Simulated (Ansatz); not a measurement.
Ideal-gas functions of CH₂BNSe (`B1N=C[Se]1`) at 500 K and 1 bar, from an Ansatz frequency run at PBE0-D4/def2-TZVP.

Molar mass 117.81 g/mol, point group C1 (symmetry number 1), electronic degeneracy 1, moments of inertia 28.616, 123.422, 148.616 u Å². Harmonic wavenumbers (cm⁻¹, unscaled): 288, 455, 492, 682, 806, 904, 955, 1066, 1251, 1543, 2696, 3097.

Use S(trans) = R[1.5 ln M + 2.5 ln T − 1.1517]; rotational temperatures θ = 24.2544 K / I; S(rot) = R[ln(√π/σ · √(T³/θAθBθC)) + 1.5]; for each mode x = 1.438777 ν̃/T, S = R[x/(eˣ − 1) − ln(1 − e⁻ˣ)] and H = RT x/(eˣ − 1); 1 cm⁻¹ = 0.0119627 kJ/mol; R = 8.31446 J/(mol·K).

**Question.** By hand: the entropy, in J/(mol·K).

**Answer.** Translation 179.1. Rotation: θ = 0.8476, 0.1965, 0.1632 K, giving 109.7. Vibration, mode by mode: 10.11, 6.64, 6.09, 3.93, 2.96, 2.37, 2.11, 1.64, 1.07, 0.54, 0.03, 0.01, in all 37.5. Electronic 0.0. Sum 326.3 J/(mol·K).

**Question.** By hand: H − E and G − E in kJ/mol, counted from the electronic energy.

**Answer.** Zero-point energy ½ × 14235 × 0.0119627 = 85.1; thermal vibration 11.9; translation, rotation and pV give 4 RT = 16.6. H − E = 113.6 kJ/mol, and G − E = 113.6 − 500 × 326.3/1000 = -49.6 kJ/mol.

Vibration gives 11 % of the entropy. The sum counts one conformer and one mirror image; others add a mixing term.
